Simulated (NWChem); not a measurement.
# A calculation on CH4NO (+1)

SMILES: [NH3+]C=O
```xyz
7

N      1.1085    -0.1283     0.0000
C     -0.4216    -0.3528     0.0000
O     -1.1205     0.5820     0.0000
H      1.5552    -0.5479     0.8311
H      1.5552    -0.5479    -0.8311
H      1.2987     0.8866     0.0000
H     -0.6750    -1.4318     0.0000
```
Charge +1, spin multiplicity 1.

Program: NWChem. All single points use one geometry, from PBE0/def2-SVP, a minimum by its harmonic frequencies.

Symmetry labels belong to the abelian group Cs used in the runs, with the axes of the coordinates shown.

The Pople sets run with spherical d functions. The structure started from a generated list of species.

**Question.** List the lowest 6 singlet excitations that TDA-LDA (SVWN5)/6-31+G* (spherical d) gives, with oscillator strengths.

**Answer.** 
```
state  symmetry  energy (eV)  wavelength (nm)      f
-----  --------  -----------  ---------------  -----
1            a"         5.11              242  0.001
2            a'         7.42              167  0.051
3            a'         8.87              140  0.118
4            a"         9.12              136  0.021
5            a'         9.25              134  0.030
6            a"         9.48              131  0.002
```
